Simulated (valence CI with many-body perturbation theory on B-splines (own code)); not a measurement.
**E1 line list for Sm47+**

Computed by relativistic CI+MBPT: five valence electrons over a frozen Dirac-Fock core [Ne], a basis of 9 s, 9 p, 8 d, 6 f, 3 g, 1 h functions for each j, with the one-electron correlation potential Σ1, the two-electron term Σ2, the three-electron term Σ3, Breit, model QED; selected CI, second order for the rest (own B-spline code, finite nucleus).

No measured spectrum was set against this ion. As an estimate, large intervals hold to a few tenths of a per cent, small ones and those within an open d or f shell to about a per cent. Among the levels kept, up to 620 cm⁻¹ of a level comes from second order outside the variational space, and about a tenth of that is noise between levels of different J, which matters for small intervals.

Lines 151 to 200 of 211 in falling wavelength, among levels below 4329.1 × 10³ cm⁻¹, chosen from the strongest by gf and those to the six lowest levels. Wavelengths and rates use the calculated energies. Electric multipoles are in the length gauge, E1 and E2 with the static RPA response of the core. Weak lines are less certain than strong ones. Lines between different terms over intervals too small for the method are left out, as are lines whose strength nearly cancels. The highest levels of a list are the least certain.

Levels are named by their leading jj configuration (3d3/2^4 stands for four electrons in 3d with j = 3/2), which in mixed levels can hold well under half, so a name can repeat and another be missing. Letters in brackets count levels of one name in rising energy.

```tsv
λ vac (Å)	Upper	Lower	A (s⁻¹)	S (a.u.) with core polarisation	S without
44.98	(3s 3p1/2^2 3p3/2^2) J=5/2	(3s^2 3p1/2^2 3p3/2) J=3/2	1.10e+11	2.97e-02	3.02e-02
44.54	(3s 3p1/2 3p3/2^3) J=3/2 [a]	(3s^2 3p1/2 3p3/2^2) J=5/2	2.03e+10	3.54e-03	3.60e-03
43.77	(3s 3p1/2^2 3p3/2 3d5/2) J=3/2 [a]	(3s^2 3p1/2^2 3d5/2) J=5/2	3.94e+10	6.52e-03	6.63e-03
43.72	(3s 3p1/2^2 3p3/2 3d5/2) J=7/2 [a]	(3s^2 3p1/2^2 3d5/2) J=5/2	1.55e+10	5.10e-03	5.18e-03
43.04	(3s 3p1/2 3p3/2^3) J=3/2 [a]	(3s^2 3p1/2 3p3/2^2) J=3/2	3.44e+11	5.41e-02	5.51e-02
42.73	(3s^2 3p1/2 3d3/2^2) J=5/2	(3s^2 3p1/2^2 3d5/2) J=5/2	3.43e+07	7.92e-06	8.05e-06
42.61	(3s 3p1/2 3p3/2^3) J=5/2	(3s^2 3p1/2 3p3/2^2) J=5/2	3.59e+11	8.22e-02	8.36e-02
42.48	(3s 3p1/2^2 3p3/2 3d3/2) J=3/2 [b]	(3s^2 3p1/2^2 3d3/2) J=3/2	1.49e+11	2.25e-02	2.29e-02
41.97	(3s 3p1/2 3p3/2^3) J=1/2	(3s^2 3p1/2 3p3/2^2) J=1/2	4.55e+11	3.32e-02	3.38e-02
41.74	(3s 3p1/2^2 3p3/2 3d5/2) J=7/2 [b]	(3s^2 3p1/2^2 3d5/2) J=5/2	2.20e+11	6.32e-02	6.43e-02
41.74	(3s 3p1/2 3p3/2^3) J=3/2 [b]	(3s^2 3p1/2 3p3/2^2) J=1/2	1.08e+11	1.55e-02	1.57e-02
41.42	(3s 3p1/2^2 3p3/2^2) J=3/2	(3s^2 3p1/2^2 3p3/2) J=3/2	2.63e+11	3.69e-02	3.75e-02
41.42	(3s 3p1/2^2 3p3/2^2) J=1/2	(3s^2 3p1/2^2 3p3/2) J=3/2	1.77e+11	1.24e-02	1.26e-02
41.23	(3s 3p1/2 3p3/2^3) J=5/2	(3s^2 3p1/2 3p3/2^2) J=3/2	3.76e+08	7.80e-05	7.92e-05
40.80	(3s 3p1/2^2 3p3/2 3d3/2) J=5/2 [b]	(3s^2 3p1/2^2 3d3/2) J=3/2	3.30e+11	6.64e-02	6.75e-02
40.38	(3s 3p1/2^2 3p3/2 3d3/2) J=1/2 [b]	(3s^2 3p1/2^2 3d3/2) J=3/2	3.66e+11	2.38e-02	2.42e-02
40.33	(3s 3p1/2^2 3p3/2 3d5/2) J=5/2 [b]	(3s^2 3p1/2^2 3d5/2) J=5/2	1.42e+11	2.76e-02	2.80e-02
40.13	(3s 3p1/2^2 3p3/2 3d5/2) J=3/2 [b]	(3s^2 3p1/2^2 3d5/2) J=5/2	2.11e+11	2.69e-02	2.73e-02
40.10	(3s 3p1/2 3p3/2^3) J=3/2 [b]	(3s^2 3p1/2 3p3/2^2) J=5/2	6.13e+11	7.81e-02	7.94e-02
39.08	(3s 3p1/2 3p3/2^3) J=1/2	(3s^2 3p1/2 3p3/2^2) J=3/2	2.66e+11	1.57e-02	1.60e-02
38.89	(3s 3p1/2^2 3p3/2 3d5/2) J=5/2 [a]	(3s^2 3p1/2^2 3d3/2) J=3/2	5.75e+08	1.00e-04	1.02e-04
38.88	(3s 3p1/2 3p3/2^3) J=3/2 [b]	(3s^2 3p1/2 3p3/2^2) J=3/2	8.14e+10	9.45e-03	9.61e-03
38.33	(3s^2 3p1/2 3p3/2 3d3/2) J=5/2 [a]	(3s^2 3p1/2^2 3p3/2) J=3/2	1.42e+09	2.36e-04	2.40e-04
38.10	(3s^2 3p1/2 3p3/2 3d3/2) J=3/2 [a]	(3s^2 3p1/2^2 3p3/2) J=3/2	6.09e+10	6.65e-03	6.77e-03
38.07	(3s^2 3p1/2 3p3/2 3d3/2) J=1/2 [a]	(3s^2 3p1/2^2 3p3/2) J=3/2	3.15e+09	1.72e-04	1.75e-04
37.96	(3s 3p1/2^2 3p3/2 3d5/2) J=3/2 [a]	(3s^2 3p1/2^2 3d3/2) J=3/2	6.37e+09	6.87e-04	7.00e-04
37.17	(3s^2 3p1/2 3d3/2^2) J=5/2	(3s^2 3p1/2^2 3d3/2) J=3/2	4.67e+11	7.10e-02	7.22e-02
36.56	(3s^2 3p3/2^2 3d3/2) J=3/2 [a]	(3s^2 3p1/2 3p3/2^2) J=1/2	8.88e+10	8.56e-03	8.71e-03
36.49	(3s^2 3p3/2^2 3d3/2) J=1/2	(3s^2 3p1/2 3p3/2^2) J=1/2	8.37e+10	4.01e-03	4.08e-03
35.82	(3s 3p1/2^2 3p3/2 3d5/2) J=1/2	(3s^2 3p1/2^2 3d3/2) J=3/2	3.25e+09	1.47e-04	1.50e-04
35.49	(3s^2 3p3/2^2 3d3/2) J=5/2	(3s^2 3p1/2 3p3/2^2) J=5/2	6.54e+11	8.65e-02	8.80e-02
35.40	(3s^2 3p3/2^2 3d3/2) J=7/2	(3s^2 3p1/2 3p3/2^2) J=5/2	7.12e+11	1.25e-01	1.27e-01
35.34	(3s 3p1/2^2 3p3/2 3d5/2) J=5/2 [b]	(3s^2 3p1/2^2 3d3/2) J=3/2	1.22e+09	1.59e-04	1.62e-04
35.30	(3s^2 3p3/2^2 3d3/2) J=3/2 [a]	(3s^2 3p1/2 3p3/2^2) J=5/2	4.61e+11	4.00e-02	4.07e-02
35.19	(3s 3p1/2^2 3p3/2 3d5/2) J=3/2 [b]	(3s^2 3p1/2^2 3d3/2) J=3/2	1.30e+10	1.12e-03	1.14e-03
34.95	(3s^2 3p3/2^2 3d3/2) J=3/2 [b]	(3s^2 3p1/2 3p3/2^2) J=1/2	8.94e+11	7.53e-02	7.66e-02
34.78	(3s^2 3p1/2 3p3/2 3d3/2) J=5/2 [b]	(3s^2 3p1/2^2 3p3/2) J=3/2	9.74e+11	1.21e-01	1.23e-01
34.74	(3s^2 3p3/2^2 3d5/2) J=1/2	(3s^2 3p1/2 3p3/2^2) J=1/2	2.26e+08	9.33e-06	9.43e-06
34.53	(3s^2 3p3/2^2 3d3/2) J=5/2	(3s^2 3p1/2 3p3/2^2) J=3/2	3.43e+11	4.18e-02	4.25e-02
34.35	(3s^2 3p3/2^2 3d3/2) J=3/2 [a]	(3s^2 3p1/2 3p3/2^2) J=3/2	8.12e+11	6.50e-02	6.61e-02
34.28	(3s^2 3p3/2^2 3d3/2) J=1/2	(3s^2 3p1/2 3p3/2^2) J=3/2	1.31e+12	5.20e-02	5.29e-02
34.20	(3s^2 3p3/2^2 3d5/2) J=7/2	(3s^2 3p1/2 3p3/2^2) J=5/2	2.56e+10	4.04e-03	4.11e-03
34.15	(3s^2 3p1/2 3p3/2 3d3/2) J=3/2 [b]	(3s^2 3p1/2^2 3p3/2) J=3/2	1.67e+12	1.31e-01	1.33e-01
34.12	(3s^2 3p1/2 3p3/2 3d3/2) J=1/2 [b]	(3s^2 3p1/2^2 3p3/2) J=3/2	1.24e+12	4.86e-02	4.94e-02
33.93	(3s^2 3p1/2 3p3/2 3d5/2) J=3/2 [a]	(3s^2 3p1/2^2 3p3/2) J=3/2	2.29e+10	1.76e-03	1.79e-03
33.80	(3s^2 3p3/2^2 3d3/2) J=3/2 [b]	(3s^2 3p1/2 3p3/2^2) J=5/2	3.62e+10	2.76e-03	2.81e-03
33.54	(3s^2 3p1/2 3p3/2 3d5/2) J=5/2 [a]	(3s^2 3p1/2^2 3p3/2) J=3/2	4.19e+10	4.68e-03	4.76e-03
32.93	(3s^2 3p3/2^2 3d3/2) J=3/2 [b]	(3s^2 3p1/2 3p3/2^2) J=3/2	3.83e+09	2.70e-04	2.74e-04
32.74	(3s^2 3p3/2^2 3d5/2) J=1/2	(3s^2 3p1/2 3p3/2^2) J=3/2	6.75e+09	2.34e-04	2.38e-04
31.80	(3s^2 3p1/2 3p3/2 3d5/2) J=5/2 [b]	(3s^2 3p1/2^2 3p3/2) J=3/2	2.52e+10	2.40e-03	2.44e-03
```
